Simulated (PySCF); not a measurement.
Bonding in N,N-dimethylpropionamide

Species: N,N-dimethylpropionamide, C₅H₁₁NO.
Numbering: `[CH3:1][CH2:2][C:3](=[O:4])[N:5]([CH3:6])[CH3:7]` (hydrogens: H8, H9, H10 on C1; H11, H12 on C2; H13, H14, H15 on C6; H16, H17, H18 on C7)

Geometry (PBE0-D3(BJ)/def2-TZVP, Å), atoms numbered from 1 in this order:
```xyz
18
C5H11NO angstrom
C      2.7198   -0.1762    0.0232
C      1.3448    0.4503   -0.0820
C      0.2398   -0.5796    0.0753
O      0.4999   -1.7526    0.2742
N     -1.0464   -0.1377   -0.0253
C     -1.4376    1.2386   -0.1699
C     -2.1267   -1.0747    0.1567
H      2.8546   -0.6586    0.9914
H      2.8579   -0.9430   -0.7392
H      3.4943    0.5836   -0.1000
H      1.2204    1.2263    0.6809
H      1.2287    0.9550   -1.0471
H     -0.5895    1.8691   -0.4196
H     -2.1782    1.3349   -0.9703
H     -1.8919    1.6225    0.7522
H     -2.6490   -0.8956    1.1037
H     -2.8506   -0.9752   -0.6577
H     -1.7175   -2.0817    0.1637
```

Bond orders from the PBE0/pcSseg-2 density (PySCF). The structure is a single PBE0-D3(BJ)/def2-TZVP conformer in the gas phase; no vibrational or solvent corrections.

Problem. Where do the orders between heavy atoms depart from those drawn in the SMILES?

Solution. The largest departure is 0.288, at C3–N5 (drawn single, 1.288). Drawn single, order above 1.12: C3–N5 (1.288).

Problem. Give the Mayer order of every bond, beside its length.

Solution. 
```tsv
bond	drawn as	length (Å)	Mayer order
C1–C2	single	1.515	0.987
C2–C3	single	1.519	0.953
C3–O4	double	1.218	1.853
C3–N5	single	1.364	1.288
N5–C6	single	1.438	0.978
N5–C7	single	1.442	0.941
C1–H8	single	1.090	0.998
C1–H9	single	1.090	0.999
C1–H10	single	1.092	0.993
C2–H11	single	1.095	0.984
C2–H12	single	1.095	0.979
C6–H13	single	1.086	0.972
C6–H14	single	1.095	0.986
C6–H15	single	1.097	0.983
C7–H16	single	1.096	0.990
C7–H17	single	1.094	0.989
C7–H18	single	1.087	0.979
```

Bonds between the same two heavy elements. C–C: lowest C2–C3 (0.953, 1.519 Å), highest C1–C2 (0.987, 1.515 Å). C–N: lowest N5–C7 (0.941, 1.442 Å), highest C3–N5 (1.288, 1.364 Å).

Problem. Sum the orders of all bonds at each heavy atom with more than one neighbour and set the sums beside the valence in the SMILES.

Solution. C1 3.977 (drawn 4), C2 3.903 (drawn 4), C3 4.094 (drawn 4), N5 3.207 (drawn 3), C6 3.919 (drawn 4), C7 3.899 (drawn 4). Orders between atoms that aren't bonded are not in these sums.

Mayer orders depend on the basis set.
